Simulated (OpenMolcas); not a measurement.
Computed levels of 5d⁶ in ions with 74 electrons, in cm-1 above ⁵D₄.

```json
{
  "Program": "OpenMolcas 26.06",
  "Method": "MS-CASPT2, IPEA 0.25 Eh, imaginary shift 0.1 Eh",
  "Basis": "ANO-R2",
  "Scalar Hamiltonian": "X2C, finite nucleus",
  "Spin-orbit coupling": "RASSI with atomic mean-field integrals over the reference wave functions, term energies averaged over their components"
}
```

Active space for each ion: 6 electrons in 5 orbitals (5d); closed shells correlated by CASPT2: 5s 5p.

| Level | Os2+ | Ir3+ | Au5+ |
| --- | --- | --- | --- |
| ⁵D₃ | 4600 | 5980 | 9440 |
| ⁵D₁ | 7100 | 8970 | 13330 |
| ⁵D₀ | 7420 | 9270 | 13220 |
| ³G₅ | 16890 | 19540 | 24720 |
| ³H₆ | 17290 | 20000 | 25350 |
| ³F₂(1) | 20350 | 23670 | 30280 |
| ¹S₀(1) | 22460 | 27060 | 36050 |
| ³D₁ | 24060 | 28460 | 37030 |
| ³G₄ | 25110 | 29690 | 38820 |

Problem. Estimate ⁵D₀, ³G₅, ³H₆ for Pt4+ from its neighbours Ir3+ and Au5+.

Solution. ⁵D₀ is fine structure, which grows about as the fourth power of a screened charge, so the fourth roots are averaged: ((9270^0.25 + 13220^0.25) / 2)^4 = 11114. The calculation gives 11220, so the estimate is off by -0.9 %.
³G₅ is another term, which grows about linearly with the charge: (19540 + 24720) / 2 = 22130. The calculation gives 22090, so the estimate is off by +0.2 %.
³H₆ is another term, which grows about linearly with the charge: (20000 + 25350) / 2 = 22675. The calculation gives 22630, so the estimate is off by +0.2 %.

Mixed levels, with the weight of the term that names them: Os2+ ³G₅ (50 %), Os2+ ¹S₀(1) (60 %), Os2+ ³D₁ (71 %), Os2+ ³G₄ (65 %), Ir3+ ³G₅ (51 %), Ir3+ ³F₂(1) (72 %), Ir3+ ¹S₀(1) (60 %), Ir3+ ³D₁ (71 %), Ir3+ ³G₄ (63 %), Pt4+ ⁵D₀ (74 %), Pt4+ ³G₅ (52 %), Pt4+ ³F₂(1) (67 %), Pt4+ ¹S₀(1) (60 %), Pt4+ ³D₁ (71 %), Pt4+ ³G₄ (59 %), Au5+ ⁵D₀ (70 %), Au5+ ³G₅ (53 %), Au5+ ³F₂(1) (61 %), Au5+ ¹S₀(1) (60 %), Au5+ ³D₁ (70 %), Au5+ ³G₄ (53 %).

CASPT2 does not keep the components of a term degenerate, so their means are used; among the terms shown or strongly mixed into the levels shown the widest spread is 1400 cm-1 (5d⁶ ¹I, Pt4+). The CASPT2 spread within a term exceeds the gap to the next term for 5d⁶ ¹G(1) and 5d⁶ ¹I, 5d⁶ ¹I and 5d⁶ ¹S(1), so the order of their levels is uncertain (figures for Os2+; the like holds for Ir3+, Pt4+). Configurations with an s electron lie low in 5d ions of this charge, fall among these levels and mix in, so low-spin terms can stand far too high, up to twice their true height, and weights are not those of the real levels (holds for Os2+). Only configurations of the active space appear.

A number in round brackets counts repeated terms of one configuration in the order of the reference energies.
